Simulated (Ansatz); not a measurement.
**Relaxing a trial structure of C3H9In**

The starting geometry of this gas-phase triplet was optimised with GFN2-xTB as a singlet; its bonds are those of `C[CH2][InH][CH3]`.

```xyz
13

C     0.9281    2.2556    0.3059
C    -0.5346    1.8608    0.1580
C     1.1098   -1.6259   -0.7328
In   -0.6754   -0.3344   -0.3564
H     1.4885    2.0152   -0.6011
H     1.0337    3.3262    0.4934
H     1.3895    1.7200    1.1382
H    -1.0861    2.0545    1.0812
H    -1.0120    2.4377   -0.6380
H    -2.2967   -1.0493   -0.4890
H     0.8531   -2.6827   -0.6778
H     1.5107   -1.4100   -1.7228
H     1.8754   -1.4005    0.0090
```

**Question.** Where would you expect an optimisation with B3LYP-D3(BJ)/def2-SVP to take it?

**Answer.** It loosens into CH4In + C2H5, which stay close as a complex. Contacts that open: C2–In4 (2.26 → 2.88 Å).

The energy falls by 1.88 eV over 24 steps:

| step | E − E(last) (eV) |
| --- | --- |
| 1 | 1.884 |
| 4 | 0.467 |
| 6 | 0.126 |
| 9 | 0.022 |
| 11 | 0.004 |
| 14 | 0.002 |
| 16 | 0.001 |
| 19 | 0.000 |
| 21 | 0.000 |
| 24 | 0.000 |

Final geometry (Å):

```xyz
13

C     1.0013    2.1215    0.3980
C    -0.4013    1.8273    0.0047
C     1.0225   -1.3238   -0.7597
In   -0.8350   -0.9835    0.4584
H     1.7279    1.5906   -0.2357
H     1.2164    3.2062    0.2923
H     1.1994    1.8658    1.4516
H    -1.2243    2.0631    0.6875
H    -0.6661    1.7220   -1.0517
H    -2.4040   -0.7547   -0.3913
H     1.0532   -2.3880   -1.0411
H     0.9734   -0.7034   -1.6678
H     1.9204   -1.0757   -0.1774
```

The end wasn't checked by frequencies. Open shells are spin-unrestricted. The triplet needn't be the ground state. Atoms past krypton carry core potentials, without spin–orbit terms. Run with Ansatz 0.2.0, 2.4 min on 2 threads of Arm Neoverse V1 (shared host).
